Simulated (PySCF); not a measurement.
**Interval between two levels of Xe by level of theory**

Xe [Xe] → Xe [Kr] 4d10 5s1 5p6 6p1 [3P2, M_J = 2], as a difference of total energies. Computed with PySCF 2.14 in x2c-SVPall-2c with one added diffuse shell each of s, p type (7s9p4d, 54 functions), with the two-component X2C-1e Hamiltonian. Correlated levels: [Ar] 3d10 frozen; the 6 highest virtual spinors dropped. "Screened" scales the spin-orbit matrix elements by Boettger's factors to mimic the two-electron term; Breit and QED terms are absent.

```json
{"method": "GHF (spin-free)", "interval between two levels (cm⁻¹)": "202830"}
{"method": "GMP2 (spin-free)", "interval between two levels (cm⁻¹)": "193830"}
{"method": "GHF (screened spin-orbit)", "interval between two levels (cm⁻¹)": "203100"}
{"method": "GMP2 (screened spin-orbit)", "interval between two levels (cm⁻¹)": "193960"}
```

The labels give the starting determinants; with spin-orbit coupling the two ends relaxed to ⟨J²⟩ = 0.00, ⟨L²⟩ = 0.03, ⟨S²⟩ = 0.03 and ⟨J²⟩ = 6.01, ⟨L²⟩ = 2.03, ⟨S²⟩ = 2.04.

The promoted electron is Rydberg-like, and one or two diffuse shells describe it only roughly, which tends to raise the upper state.
